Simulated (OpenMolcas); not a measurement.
**Multiconfigurational calculation on Co3+**

Input:

```
&GATEWAY
Coord
1

Co 0.0 0.0 0.0
Basis=ANO-R0
Group=XYZ
NoMove
AngMom=0.0 0.0 0.0
AMFI
&SEWARD
&RASSCF
FileOrb=start.orb
Symmetry=1
Spin=5
nActEl=6 0 0
Inactive=3 6
Ras2=5 0
CIRoot=5 5 1
SDav=5
CIMx=300
Iter=120 100
PrWF=0.3
OrbListing=Nothing
MaxOrb=0
Atom
>>> COPY $Project.JobIph JOB001
&RASSCF
FileOrb=start.orb
Symmetry=1
Spin=3
nActEl=6 0 0
Inactive=3 6
Ras2=5 0
CIRoot=45 45 1
SDav=45
CIMx=300
Iter=120 100
PrWF=0.3
OrbListing=Nothing
MaxOrb=0
Atom
>>> COPY $Project.JobIph JOB002
&RASSCF
FileOrb=start.orb
Symmetry=1
Spin=1
nActEl=6 0 0
Inactive=3 6
Ras2=5 0
CIRoot=50 50 1
SDav=50
CIMx=300
Iter=120 100
PrWF=0.3
OrbListing=Nothing
MaxOrb=0
Atom
>>> COPY $Project.JobIph JOB003
&RASSI
NrOfJobIphs=2 5 30
1 2 3 4 5
1 2 3 4 5 6 7 8 9 10 11 12 13 14 15 16 17 18 19 20 21 22 23 24 25 26 27
28 29 30
IphNames
JOB001
JOB002
EJob
SpinOrbit
DIPRint=1.0
SOCoupling=1000.0
Subsets=2
MEES
Property=10
'ANGMOM' 1 'ANGMOM' 2 'ANGMOM' 3 'MLTPL  1' 1 'MLTPL  1' 2 'MLTPL  1' 3
'AMFI' 1 'AMFI' 2 'AMFI' 3 'MLTPL  2' 6
SOProperty=3
'ANGMOM' 1 'ANGMOM' 2 'ANGMOM' 3
```

Launched by
```bash
OMP_NUM_THREADS=1 MOLCAS_MEM=2252 MOLCAS_PROJECT=a pymolcas a.inp > a.log  # once for each step of the input, in one work folder
```

A driver script runs the steps one by one and writes start.orb anew before each from the orbitals found so far.

Output, cut to the results:

```
--- SEWARD ---
Basis set label: CO.ANO-R...4S2P1D.

      Electronic valence basis set:
      ------------------
      Associated Effective Charge  27.000000 au
      Associated Actual Charge     27.000000 au
      Nuclear Model: Finite nucleus - Gaussian distribution
        Gaussian exponent, Xi/bohr**(-2):  2.87167E+08

      Shell  nPrim  nBasis  Cartesian Spherical Contaminant
         s      20       4        X
         p      12       2        X
         d       9       1                 X
                  Relativistic X2C integrals
                  Atomic mean-field integrals
--- RASSCF ---
Wave function specifications:
      -----------------------------

      Number of closed shell electrons          18
      Number of electrons in active shells       6
      Max number of holes in RAS1 space          0
      Max nr of electrons in RAS3 space          0
      Number of inactive orbitals                9
      Number of active orbitals                  5
      Number of secondary orbitals               1
      Spin quantum number                      2.0
      State symmetry                             1
Orbital specifications:
      -----------------------

      Symmetry species                           1   2
                                                ag  au
      Frozen orbitals                            0   0
      Inactive orbitals                          3   6
      Active orbitals                            5   0
      RAS1 orbitals                              0   0
      RAS2 orbitals                              5   0
      RAS3 orbitals                              0   0
      Secondary orbitals                         1   0
      Deleted orbitals                           0   0
      Number of basis functions                  9   6
      Number of CSFs                             5
      Number of root(s) required                 5
      Iter CI   SX   CI       RASSCF       Energy    max ROT     max BLB   max BLB  Level Ln srch  Step   QN
          iter iter root      energy       change     param      element    value   shift minimum  type update
 Nr of preliminary CI iterations:   1
      Total energies have been shifted. Add                -1000.00 au
        1   1    4    0  -389.65592210    0.00E+00  -1.84E-02    3   9 1  2.02E-01*  0.00   0.00    SX    NO
        2   1    4    0  -389.65990246   -3.98E-03* -1.20E-03    3   9 1  1.32E-02*  0.00   0.00    SX    NO
        3   1    4    0  -389.65991941   -1.70E-05* -7.88E-05    3   9 1  8.63E-04*  0.00   0.00    SX    NO
        4   1    3    0  -389.65991948   -7.25E-08*  5.16E-06    3   9 1  5.65E-05   0.00   0.00    SX    NO
        5   1    2    0  -389.65991948   -3.10E-10  -3.60E-07    3   9 1  3.70E-06   0.00   1.07    QN   YES
      Convergence after  5 iterations
        6   1    2    0  -389.65991948   -1.36E-12  -3.60E-07    2   9 1 -4.64E-07   0.00   1.07    QN   YES
      Natural orbitals and occupation numbers for root  1
      sym 1:   1.000000   1.000000   1.000000   1.000000   2.000000
      Natural orbitals and occupation numbers for root  2
      sym 1:   1.000000   1.000000   1.000000   2.000000   1.000000
      Natural orbitals and occupation numbers for root  3
      sym 1:   1.000000   2.000000   1.000000   1.000000   1.000000
::    RASSCF root number  1 Total energy:  -1389.65991948
::    RASSCF root number  2 Total energy:  -1389.65991948
::    RASSCF root number  3 Total energy:  -1389.65991948
::    RASSCF root number  4 Total energy:  -1389.65991948
::    RASSCF root number  5 Total energy:  -1389.65991948
--- RASSCF ---
Wave function specifications:
      -----------------------------

      Number of closed shell electrons          18
      Number of electrons in active shells       6
      Max number of holes in RAS1 space          0
      Max nr of electrons in RAS3 space          0
      Number of inactive orbitals                9
      Number of active orbitals                  5
      Number of secondary orbitals               1
      Spin quantum number                      1.0
      State symmetry                             1
Orbital specifications:
      -----------------------

      Symmetry species                           1   2
                                                ag  au
      Frozen orbitals                            0   0
      Inactive orbitals                          3   6
      Active orbitals                            5   0
...
--- RASSI ---
SPIN-FREE ENERGIES:
  (Shifted by EMIN (a.u.) =      -1389.6599194805)

 SF State       Relative EMIN(au)   Rel lowest level(eV)    D:o, cm**(-1)      L_eff

     1             0.0000000000        0.0000000000              0.0000         2.0
     2             0.0000000000        0.0000000000              0.0000         2.0
     3             0.0000000000        0.0000000000              0.0000         2.0
     4             0.0000000000        0.0000000000              0.0000         2.0
     5             0.0000000000        0.0000000000              0.0000         2.0
     6             0.1016380379        2.7657119053          22306.9709         5.0
     7             0.1016380379        2.7657119053          22306.9709         5.0
     8             0.1016380379        2.7657119053          22306.9709         5.0
     9             0.1016380379        2.7657119053          22306.9709         5.0
    10             0.1016380379        2.7657119053          22306.9709         5.0
    11             0.1016380379        2.7657119053          22306.9709         5.0
    12             0.1016380379        2.7657119053          22306.9709         5.0
    13             0.1016380379        2.7657119053          22306.9709         5.0
    14             0.1016380379        2.7657119053          22306.9709         5.0
    15             0.1016380379        2.7657119053          22306.9709         5.0
    16             0.1016380379        2.7657119053          22306.9709         5.0
    17             0.1132465972        3.0815968973          24854.7552         1.0
    18             0.1132465972        3.0815968973          24854.7552         1.0
    19             0.1132465972        3.0815968973          24854.7552         1.0
    20             0.1168547583        3.1797799623          25646.6550         3.0
    21             0.1168547583        3.1797799623          25646.6550         3.0
...
```

Levels above the lowest, from the spin-orbit matrix, grouped by J:

| Configuration | Term | J | E (cm⁻¹) | Measured (cm⁻¹) | Term weight % |
| --- | --- | --- | --- | --- | --- |
| 3d⁶ | ⁵D | 4 | 0.0 | 0.0 | 100 |
| 3d⁶ | ⁵D | 3 | 533 | 639 | 100 |
| 3d⁶ | ⁵D | 2 | 905 | 1078 | 100 |
| 3d⁶ | ⁵D | 1 | 1142 |  | 100 |
| 3d⁶ | ⁵D | 0 | 1257 | 1494 | 100 |
| 3d⁶ | ³H | 6 | 22598 | 23680 | 100 |
| 3d⁶ | ³H | 5 | 22838 | 24032 | 99 |
| 3d⁶ | ³H | 4 | 23104 | 24272 | 99 |
| 3d⁶ | ³P | 2 | 24665 | 22883 | 100 |
| 3d⁶ | ³F | 4 | 25925 | 25396 | 95 |
| 3d⁶ | ³F | 3 | 26147 | 25736 | 96 |
| 3d⁶ | ³P | 1 | 26197 | 24729 | 100 |
| 3d⁶ | ³F | 2 | 26410 | 25969 | 100 |

Against the 11 measured excited levels shown (Sugar and Corliss, J. Phys. Chem. Ref. Data 10, 1097 (1981)) the mean absolute deviation is 780 cm-1; the largest miss in energy is 3d⁶ ³P₂: computed 24665, measured 22883 cm⁻¹ (+7.8 %), and the largest in proportion 3d⁶ ⁵D₃ (-16.5 %).

Some high roots are left out of the spin-orbit mixing, which shifts the levels that they would mix with. Without dynamic correlation excited terms often stand tens of per cent too high (terms of higher spin than the ground term too low), and those without a measured partner can miss by more than the paired ones. The basis is small and was not contracted for so high a charge. Computed and measured levels are paired by configuration, term and J; levels that our copy of the source lacks, or whose pairing is in doubt (as where it misses far off the trend of its configuration), stay unpaired and out of the deviations. Levels of configurations outside the active space are missing. The first state left out of the spin-orbit step lies near 33000 cm-1 above the lowest spin-free state of the reference (among the parities and spins computed), and the list stops at four fifths of that energy or lower.

The RASSCF and RASSI steps took 11 s on 1 thread of Arm Neoverse V2 (shared host); the integral step is not counted.

The term weight is that of the spin-free term in the level, not the purity of its configuration.
